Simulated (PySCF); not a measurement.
# Vibration and rotation of CaCl

UHF-CCSD(T) constants of CaCl, ²Σ⁺ (doublet), unpaired electrons σ ↑ (PySCF, spin-free X2C with a Gaussian nucleus, basis sets Ca x2c-SVPall, Cl x2c-SVPall; masses 39.9626 and 34.9689 u):

| Item | Value |
| --- | --- |
| ωe | 370.4 cm⁻¹ |
| ωexe | 1.26 cm⁻¹ |
| Be | 0.14773 cm⁻¹ |
| αe | 0.000759 cm⁻¹ |
| De to Ca + Cl | 3.58 eV |

Question: What force constant and bond length do these constants imply?

Answer: Reduced mass μred = 18.650 u; k = 5.8918×10⁻⁷·μred·ωe² (u, cm⁻¹, mdyn/Å) = 1.51 mdyn/Å; Re = √(16.8576/(μred·Be)) (u, cm⁻¹, Å) = 2.474 Å.

Question: Estimate the centrifugal constant D from the Kratzer relation and find the Dunham coefficient a1.

Answer: D = 4Be³/ωe² = 9.4e-08 cm⁻¹; a1 = −1 − αeωe/(6Be²) = -3.15.

Correlated steps freeze 10 core orbitals. Correlated levels converge slowly with the basis: in double zeta they bind strong bonds too weakly, by up to about 1 eV, and carry superposition errors of some tenths. The state was picked by a PBE0 search and need not be the measured ground state.
